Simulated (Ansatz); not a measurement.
Start from `Ic1ccco1` and change one atom or group to get `N#Cc1ccco1`.

Ansatz, PBE0-D4/def2-TZVP geometries, multiplicity 1. 

Elements past krypton have def2 core potentials.

```csv
property,`Ic1ccco1`
HOMO energy (PBE0/def2-TZVPP) / eV,-6.50
HOMO–LUMO gap (ωB97M-V/def2-TZVPP) / eV,9.85
"ideal-gas entropy at 298 K and 1 bar (rigid rotor, harmonic PBE0-D4/def2-TZVP) / J/(mol·K)",323
size of the dipole moment (ωB97M-V/def2-TZVPP) / D,1.32
LUMO energy (PBE0/def2-TZVPP) / eV,-0.71
LUMO energy (PBE/def2-TZVPP) / eV,-1.66
```

(1) What does the change do to each property? (Best estimate.)

Answers

(1) Computed: 
```tsv
property	`N#Cc1ccco1`	shift
HOMO energy (PBE0/def2-TZVPP) / eV	-7.40	-0.90
HOMO–LUMO gap (ωB97M-V/def2-TZVPP) / eV	10.16	0.31
ideal-gas entropy at 298 K and 1 bar (rigid rotor, harmonic PBE0-D4/def2-TZVP) / J/(mol·K)	312	-11
size of the dipole moment (ωB97M-V/def2-TZVPP) / D	4.72	3.40
LUMO energy (PBE0/def2-TZVPP) / eV	-1.41	-0.70
LUMO energy (PBE/def2-TZVPP) / eV	-2.28	-0.62
```

With PBE0 the HOMO falls by 0.90 eV and the LUMO falls by 0.70 eV, so the gap widens by about 0.20 eV. PBE moves the HOMO by -0.89 eV and ωB97M-V by -0.89 eV. The zero-point energy changes by 24.3 kJ/mol with +3 modes. Dipoles are sizes alone; their direction can turn.

Spin–orbit coupling is left out; it splits and shifts lone-pair levels of the heavy atoms by tenths of an eV.
